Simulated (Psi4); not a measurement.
HLiO, charge +1, doublet, at a GFN2-xTB geometry (such geometries of metal compounds can be far from the true shape) (a state made from the parent by changing its charge; the spin is typed, not shown lowest); Psi4 with PBE/def2-SVP.

Here is a job for Psi4.
```
memory 2 GB

molecule mol {
1 2
Li   -0.000000   -0.000000   -1.424943
O     0.000000    0.000000    0.366629
H     0.000000    0.000000    1.341793
}

set {
  basis def2-svp
  reference uks
}

energy('pbe')
print_variables()
```

Problem. What does Psi4 print? Leave out banner, timings and long lists.

Solution. 
```
   => Loading Basis Set <=

    Name: DEF2-SVP
    Role: ORBITAL
    Keyword: BASIS

         ---------------------------------------------------------
                                   SCF
               by Justin Turney, Rob Parrish, Andy Simmonett
                          and Daniel G. A. Smith
                              UKS Reference
         ---------------------------------------------------------

  ==> Geometry <==

    Molecular point group: c2v
    Full point group: C_inf_v

    Geometry (in Angstrom), charge = 1, multiplicity = 2:

       Center              X                  Y                   Z               Mass
    ------------   -----------------  -----------------  -----------------  -----------------
         LI           0.000000000000     0.000000000000    -1.309162051380     7.016003436600
         O            0.000000000000     0.000000000000     0.482409948620    15.994914619570
         H            0.000000000000     0.000000000000     1.457573948620     1.007825032230

  Running in c2v symmetry.

  Rotational constants: A = ************  B =      0.94239  C =      0.94239 [cm^-1]
  Rotational constants: A = ************  B =  28252.02869  C =  28252.02869 [MHz]
  Nuclear repulsion =   12.003916763801243

  Charge       = 1
  Multiplicity = 2
  Electrons    = 11
  Nalpha       = 6
  Nbeta        = 5

  ==> Algorithm <==

  SCF Algorithm Type is DF.
  DIIS enabled.
  MOM disabled.
  Fractional occupation disabled.
  Guess Type is SAD.
  Energy threshold   = 1.00e-06
  Density threshold  = 1.00e-06
  Integral threshold = 1.00e-12

  ==> Primary Basis <==

  Basis Set: DEF2-SVP
    Blend: DEF2-SVP
    Number of shells: 14
    Number of basis functions: 28
    Number of Cartesian functions: 29
    Spherical Harmonics?: true
    Max angular momentum: 2

  ==> DFT Potential <==

   => LibXC <=

    Version 7.1.2
    S. Lehtola, C. Steigemann, M. J. T. Oliveira, and M. A. L. Marques,  SoftwareX 7, 1–5 (2018) (10.1016/j.softx.2017.11.002)

   => Composite Functional: PBE <=

    PBE GGA Exchange-Correlation Functional

    J.P. Perdew et. al., Phys. Rev. Lett., 77(18), 3865-3868, 1996

    Deriv               =              1
    GGA                 =           TRUE
    Meta                =          FALSE

    Exchange Hybrid     =          FALSE
    MP2 Hybrid          =          FALSE

   => Exchange Functionals <=

    1.0000     XC_GGA_X_PBE

   => Correlation Functionals <=

    1.0000     XC_GGA_C_PBE

   => LibXC Density Thresholds  <==

    XC_GGA_C_PBE:  1.00E-12
    XC_GGA_X_PBE:  1.00E-15

   => Molecular Quadrature <=

    Radial Scheme          =       TREUTLER
    Pruning Scheme         =           NONE
    Nuclear Scheme         =       TREUTLER

    Blocking Scheme        =         OCTREE
    BS radius alpha        =              1
    Pruning alpha          =              1
    Radial Points          =             75
    Spherical Points       =            302
    Total Points           =          66289
    Total Blocks           =            560
    Max Points             =            256
    Max Functions          =             28
    Weights Tolerance      =       1.00E-15

   => Loading Basis Set <=

    Name: (DEF2-SVP AUX)
    Role: JKFIT
    Keyword: DF_BASIS_SCF

  ==> Integral Setup <==

  SCF_SUBTYPE=INCORE selected. In-core MEM_DF algorithm will be used.
  Using in-core AOs.

  ==> MemDFJK: Density-Fitted J/K Matrices <==

    J tasked:                   Yes
    K tasked:                    No
    wK tasked:                   No
    Algorithm:                 Core
    Schwarz Cutoff:           1E-12
    Mask sparsity (%):       0.0000
    Fitting Condition:        1E-10

   => Auxiliary Basis Set <=

  Basis Set: (DEF2-SVP AUX)
    Blend: DEF2-UNIVERSAL-JKFIT
    Number of shells: 48
    Number of basis functions: 146
    Number of Cartesian functions: 173
    Spherical Harmonics?: true
    Max angular momentum: 4

[...]
    Using symmetric orthogonalization.

  ==> Pre-Iterations <==

  SCF Guess: Superposition of Atomic Densities via on-the-fly atomic UHF (no occupation information).

   -------------------------
    Irrep   Nso     Nmo
   -------------------------
     A1        15      15
     A2         1       1
     B1         6       6
     B2         6       6
   -------------------------
    Total      28      28
   -------------------------

  ==> Iterations <==

                           Total Energy        Delta E     RMS |[F,P]|

   @DF-UKS iter SAD:   -82.74576027176232   -8.27458e+01   0.00000e+00
   @DF-UKS iter   1:   -82.83753972551266   -9.17795e-02   1.90992e-02 ADIIS/DIIS
   @DF-UKS iter   2:   -82.78983385677013    4.77059e-02   2.76518e-02 ADIIS/DIIS
   @DF-UKS iter   3:   -82.88020737724439   -9.03735e-02   6.98308e-04 ADIIS/DIIS
   @DF-UKS iter   4:   -82.88026567707075   -5.82998e-05   1.22734e-04 ADIIS/DIIS
   @DF-UKS iter   5:   -82.88026773054416   -2.05347e-06   2.77763e-05 DIIS
   @DF-UKS iter   6:   -82.88026788335159   -1.52807e-07   5.06575e-06 DIIS
   @DF-UKS iter   7:   -82.88026788937556   -6.02397e-09   7.06827e-07 DIIS
  Energy and wave function converged.

  ==> Post-Iterations <==

   Electrons on quadrature grid:
      Nalpha   =    5.9999985127 ; deviation = -1.487e-06
      Nbeta    =    4.9999988024 ; deviation = -1.198e-06
      Ntotal   =   10.9999973150 ; deviation = -2.685e-06

   @Spin Contamination Metric:   1.790416923E-03
   @S^2 Expected:                7.500000000E-01
   @S^2 Observed:                7.517904169E-01
   @S   Expected:                5.000000000E-01
   @S   Observed:                5.000000000E-01

    Orbital Energies [Eh]
    ---------------------

    Alpha Occupied:

[...]
    Alpha Virtual:

[...]
      15A1     3.274683

    Beta Occupied:

[...]
    Beta Virtual:

[...]
    Final Occupation by Irrep:
             A1    A2    B1    B2
    DOCC [     4,    0,    0,    1 ]
    SOCC [     0,    0,    1,    0 ]
    NA   [     4,    0,    1,    1 ]
    NB   [     4,    0,    0,    1 ]

  @DF-UKS Final Energy:   -82.88026788937556

   => Energetics <=

    Nuclear Repulsion Energy =             12.0039167638012430
    One-Electron Energy =                -134.4468953215009606
    Two-Electron Energy =                  50.0410237978604115
    DFT Exchange-Correlation Energy =     -10.4783131295362555
    Empirical Dispersion Energy =           0.0000000000000000
    VV10 Nonlocal Energy =                  0.0000000000000000
    Total Energy =                        -82.8802678893755598

  UHF NO Occupations:
  HONO-2 :    3 A1 1.9998123
  HONO-1 :    4 A1 1.9994133
  HONO-0 :    1 B1 1.0000000
  LUNO+0 :    5 A1 0.0005867
  LUNO+1 :    6 A1 0.0001877
  LUNO+2 :    2 B2 0.0001210
  LUNO+3 :    7 A1 0.0000001

Computation Completed

Properties will be evaluated at   0.000000,   0.000000,   0.000000 [a0]

Properties computed using the SCF density matrix

 Multipole Moments:

 ------------------------------------------------------------------------------------
     Multipole            Electronic (a.u.)      Nuclear  (a.u.)        Total (a.u.)
 ------------------------------------------------------------------------------------

 L = 1.  Multiply by 2.5417464519 to convert [e a0] to [Debye]
 Dipole X            :          0.0000000            0.0000000            0.0000000
 Dipole Y            :          0.0000000            0.0000000            0.0000000
 Dipole Z            :         -3.9464423            2.6255238           -1.3209185
 Magnitude           :                                                    1.3209185

 ------------------------------------------------------------------------------------

  Variable Map:
  ----------------------------------------------------------------------------
[...]
  Array Variable Map:
  ----------------------------------------------------------------------------
[...]
[...]
```
